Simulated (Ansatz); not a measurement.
**Molecular dynamics of AlCl₂F₂H**

Input:

```yaml
crystal:
  periodic: [false, false, false]
  atoms:
    - { symbol: Al, position_ang: [0.128245, -0.272075, -0.011977] }
    - { symbol: F, position_ang: [0.140361, 0.042341, 1.73609] }
    - { symbol: Cl, position_ang: [1.815828, 0.362817, -1.027619] }
    - { symbol: F, position_ang: [-1.38038, -0.071921, -0.626873] }
    - { symbol: Cl, position_ang: [0.327471, -2.383203, 0.913599] }
    - { symbol: H, position_ang: [0.234975, -1.19256, 1.816981] }
basis:
  gaussian: { orbitals: def2-SVP }
hamiltonian:
  xc: { name: BHLYP }
md:
  timestep: 0.5
  n_steps: 200
  ensemble: nve
  temperature: 100.0
  initial_velocities: maxwell_boltzmann
  seed: 7568
```

Launched with:

```bash
$ ansatz run input.yaml --threads 2 --pin off --max-ram 3072MiB --backend cpu --events-out ev --progress --plain --runs-dir out
```

It starts at the highest image of a converged band, a first-order saddle point between two minima.

Output, in part (one step line in 7, the closing report, with atoms numbered from 0):

```
md step     0: t =     0.00 fs  T =   100.0 K  F+E_penalty+E_count = -37082.29211880 eV  E_kin = 0.051704 eV  conserved = -37082.24041481 eV  (25 SCF iters)
md step     7: t =     3.50 fs  T =    80.2 K  F+E_penalty+E_count = -37082.28186664 eV  E_kin = 0.041479 eV  conserved = -37082.24038795 eV  (25 SCF iters)
md step    14: t =     7.00 fs  T =    54.6 K  F+E_penalty+E_count = -37082.26862113 eV  E_kin = 0.028249 eV  conserved = -37082.24037190 eV  (24 SCF iters)
md step    21: t =    10.50 fs  T =    45.3 K  F+E_penalty+E_count = -37082.26378662 eV  E_kin = 0.023401 eV  conserved = -37082.24038523 eV  (25 SCF iters)
md step    28: t =    14.00 fs  T =    41.1 K  F+E_penalty+E_count = -37082.26162517 eV  E_kin = 0.021253 eV  conserved = -37082.24037200 eV  (25 SCF iters)
md step    35: t =    17.50 fs  T =    57.0 K  F+E_penalty+E_count = -37082.26982950 eV  E_kin = 0.029462 eV  conserved = -37082.24036714 eV  (25 SCF iters)
md step    42: t =    21.00 fs  T =   100.3 K  F+E_penalty+E_count = -37082.29226000 eV  E_kin = 0.051884 eV  conserved = -37082.24037645 eV  (27 SCF iters)
md step    49: t =    24.50 fs  T =   160.3 K  F+E_penalty+E_count = -37082.32326802 eV  E_kin = 0.082879 eV  conserved = -37082.24038915 eV  (25 SCF iters)
md step    56: t =    28.00 fs  T =   221.7 K  F+E_penalty+E_count = -37082.35502132 eV  E_kin = 0.114633 eV  conserved = -37082.24038805 eV  (24 SCF iters)
md step    63: t =    31.50 fs  T =   288.6 K  F+E_penalty+E_count = -37082.38965194 eV  E_kin = 0.149233 eV  conserved = -37082.24041860 eV  (25 SCF iters)
md step    70: t =    35.00 fs  T =   336.1 K  F+E_penalty+E_count = -37082.41418668 eV  E_kin = 0.173787 eV  conserved = -37082.24039932 eV  (25 SCF iters)
md step    77: t =    38.50 fs  T =   367.6 K  F+E_penalty+E_count = -37082.43050550 eV  E_kin = 0.190064 eV  conserved = -37082.24044191 eV  (24 SCF iters)
md step    84: t =    42.00 fs  T =   373.0 K  F+E_penalty+E_count = -37082.43326326 eV  E_kin = 0.192866 eV  conserved = -37082.24039718 eV  (24 SCF iters)
md step    91: t =    45.50 fs  T =   400.2 K  F+E_penalty+E_count = -37082.44732062 eV  E_kin = 0.206939 eV  conserved = -37082.24038174 eV  (24 SCF iters)
md step    98: t =    49.00 fs  T =   472.6 K  F+E_penalty+E_count = -37082.48480684 eV  E_kin = 0.244367 eV  conserved = -37082.24044026 eV  (23 SCF iters)
md step   105: t =    52.50 fs  T =   544.9 K  F+E_penalty+E_count = -37082.52212994 eV  E_kin = 0.281723 eV  conserved = -37082.24040718 eV  (25 SCF iters)
md step   112: t =    56.00 fs  T =   591.3 K  F+E_penalty+E_count = -37082.54618011 eV  E_kin = 0.305739 eV  conserved = -37082.24044151 eV  (25 SCF iters)
md step   119: t =    59.50 fs  T =   595.8 K  F+E_penalty+E_count = -37082.54848325 eV  E_kin = 0.308053 eV  conserved = -37082.24043002 eV  (24 SCF iters)
md step   126: t =    63.00 fs  T =   576.5 K  F+E_penalty+E_count = -37082.53847684 eV  E_kin = 0.298094 eV  conserved = -37082.24038243 eV  (24 SCF iters)
md step   133: t =    66.50 fs  T =   558.5 K  F+E_penalty+E_count = -37082.52917811 eV  E_kin = 0.288746 eV  conserved = -37082.24043204 eV  (23 SCF iters)
md step   140: t =    70.00 fs  T =   524.5 K  F+E_penalty+E_count = -37082.51161117 eV  E_kin = 0.271197 eV  conserved = -37082.24041443 eV  (24 SCF iters)
md step   147: t =    73.50 fs  T =   472.6 K  F+E_penalty+E_count = -37082.48473606 eV  E_kin = 0.244332 eV  conserved = -37082.24040455 eV  (24 SCF iters)
md step   154: t =    77.00 fs  T =   404.9 K  F+E_penalty+E_count = -37082.44975531 eV  E_kin = 0.209325 eV  conserved = -37082.24043046 eV  (24 SCF iters)
md step   161: t =    80.50 fs  T =   329.8 K  F+E_penalty+E_count = -37082.41086780 eV  E_kin = 0.170501 eV  conserved = -37082.24036726 eV  (24 SCF iters)
md step   168: t =    84.00 fs  T =   287.1 K  F+E_penalty+E_count = -37082.38880968 eV  E_kin = 0.148427 eV  conserved = -37082.24038262 eV  (25 SCF iters)
md step   175: t =    87.50 fs  T =   278.2 K  F+E_penalty+E_count = -37082.38423110 eV  E_kin = 0.143818 eV  conserved = -37082.24041319 eV  (24 SCF iters)
md step   182: t =    91.00 fs  T =   282.4 K  F+E_penalty+E_count = -37082.38637679 eV  E_kin = 0.145997 eV  conserved = -37082.24038007 eV  (24 SCF iters)
md step   189: t =    94.50 fs  T =   296.4 K  F+E_penalty+E_count = -37082.39366868 eV  E_kin = 0.153233 eV  conserved = -37082.24043543 eV  (23 SCF iters)
md step   196: t =    98.00 fs  T =   285.9 K  F+E_penalty+E_count = -37082.38826260 eV  E_kin = 0.147837 eV  conserved = -37082.24042555 eV  (25 SCF iters)
md step   200: t =   100.00 fs  T =   269.4 K  F+E_penalty+E_count = -37082.37969804 eV  E_kin = 0.139271 eV  conserved = -37082.24042704 eV  (28 SCF iters)
Total energy: -37082.37986162 eV, -1362.7523245748 hartree
Atom 0 at     0.103481     0.089888     0.143036 Å, force    -0.515977    -0.338005     0.810044 eV/Å
Atom 1 at     0.136079     0.547745     1.743713 Å, force    -0.168450    -0.336564    -0.677537 eV/Å
Atom 2 at     1.747321     0.277697    -1.019373 Å, force     0.996746     0.195417    -0.477501 eV/Å
Atom 3 at    -1.267643    -0.224139    -0.698225 Å, force    -0.285391     0.096618     0.288182 eV/Å
Atom 4 at     0.356432    -2.727612     0.814406 Å, force    -0.061756     0.483548     0.281693 eV/Å
Atom 5 at     0.244517    -2.432148     2.067291 Å, force     0.034828    -0.101014    -0.224881 eV/Å
Dipole moment:     0.057632    -0.359927     0.405807 e Å
```

The run went to its last step. The conserved energy stayed within 0.0097 meV per atom of its start (net change -0.002 meV per atom), so the integration is sound. The kinetic energy rose, since the run started high on the potential surface and went downhill. It ends in pieces (AlClF2 + ClH), so much of that is their flight and rotation, not heat. A run of 0.1 ps of so small a system gives no equilibrium averages. The orbitals stay closed-shell, which can raise the energy where a bond breaks towards radicals; this wasn't checked here.

Between its relaxed ends the band would form F2–H6 and break Cl5–H6. These pairs go: F2–H6 1.24 → 3.00 Å, Cl5–H6 1.50 → 1.29 Å. In the last frame they stand as before the step (other bonds may differ from the relaxed reactants and products). Also parted: Al1–Cl5 2.31 → 2.91 Å. It ends as AlClF2 + ClH by the count below, though a long contact still joins these pieces: Al1–Cl5, 2.91 Å. Pairs count as bonded within 1.25 times the sum of covalent radii (0.12 Å more for H–H).

Last frame:

```xyz
6
Properties=species:S:1:pos:R:3
Al 0.103 0.090 0.143
F 0.136 0.548 1.744
Cl 1.747 0.278 -1.019
F -1.268 -0.224 -0.698
Cl 0.356 -2.728 0.814
H 0.244 -2.432 2.067
```

Run time: 6 min on 2 threads of Arm Neoverse V1, with other jobs on the host, peak memory 0.17 GiB.
